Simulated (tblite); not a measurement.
Compound: C4H12N2OSi.
Geometry (GFN2-xTB, Å), atoms numbered from 1 in this order:
```
atom  x, y, z in Å
C1     3.555    0.252   -0.012
C2     2.300   -0.584   -0.103
O3     2.300   -1.793   -0.221
N4     1.127    0.073   -0.045
Si5   -0.278   -0.965   -0.179
N6    -1.593    0.149   -0.158
C7    -2.872   -0.286   -0.656
C8    -1.740    1.150    0.872
H9     3.643    0.876   -0.899
H10    3.516    0.895    0.865
H11    4.422   -0.399    0.053
H12    1.126    1.079   -0.015
H13   -0.227   -1.914    0.936
H14   -0.308   -1.586   -1.496
H15   -2.726   -0.997   -1.463
H16   -3.435    0.571   -1.036
H17   -3.470   -0.768    0.126
H18   -2.356    0.786    1.704
H19   -0.768    1.430    1.267
H20   -2.225    2.039    0.457
```

Calculated harmonic vibrations of the isolated species, GFN2-xTB (tblite), most abundant isotopes, no scaling. Against measured fundamentals such values can be off by several per cent, at times by over 20. Modes of hydrogen on silicon can be 10 to 20 % off. One conformer, not necessarily the lowest.

Harmonic wavenumbers (cm⁻¹): 53.1, 65.4, 75.7, 93.3, 129.9, 151.9, 182.8, 201.7, 278.0, 287.8, 371.0, 399.7, 501.8, 532.9, 570.7, 587.4, 650.4, 694.1, 762.4, 786.3, 826.4, 957.8, 997.1, 1002.7, 1036.8, 1055.6, 1089.3, 1130.5, 1180.7, 1206.3, 1304.5, 1366.0, 1390.3, 1416.8, 1427.8, 1458.0, 1468.2, 1480.7, 1490.7, 1501.9, 1511.4, 1719.2, 2243.8, 2326.3, 2891.8, 2893.6, 2943.6, 2957.0, 3020.1, 3025.3, 3037.0, 3051.3, 3061.3, 3473.8.

A = 4140, B = 844.4, C = 738.7 MHz; mass 132.072 u (most abundant isotopes); point group C1, symmetry number 1.

Task: Zero-point energy?

Result: ½Σν̃ = 35160 cm⁻¹ = 100.53 kcal/mol.

Task: What is S at 273.15 K and 1 bar for an ideal gas of classical rigid rotors and harmonic oscillators?

Result: Translation 40.14, rotation 28.95, vibration 33.17: S = 102.3 cal/(mol K).

Task: And Cp and H(273.15 K) − H(0)?

Result: Cp = 39.52 cal/(mol K), of which vibrations give 31.57 (their classical limit is 54 R = 107.3); H(273.15 K) − H(0) = 6.84 kcal/mol without the zero-point energy, 4.67 from vibrations.

Task: How do the functions run with temperature in this model?

Result: 
```csv
T (K),S (cal/(mol K)),Cp (cal/(mol K)),H − H(0) (kcal/mol),G − H(0) (kcal/mol),ln q(vib)
50,59.7,15.3,0.54,-2.45,0.65
100,72.6,22.1,1.49,-5.77,2.30
298.15,105.8,42.0,7.86,-23.69,8.86
373.15,116.0,49.2,11.28,-32.01,11.15
500,132.0,60.0,18.23,-47.76,14.88
750,159.5,75.7,35.32,-84.29,21.75
1000,182.8,86.3,55.66,-127.15,28.02
```

q(vib) and H(0) count from the zero-point level.

Task: What must be added to the electronic energy to get the Gibbs energy at 273.15 K and 1 bar?

Result: ZPE + [H(273.15 K) − H(0)] − T·S = 100.53 + 6.84 − 27.93 = 79.44 kcal/mol.

Hindered rotation and anharmonicity are outside this model. Other conformers, if any are populated, would add a mixing term that is left out. The structure is chiral; the term R ln 2 for an equal mix with its mirror image is left out.
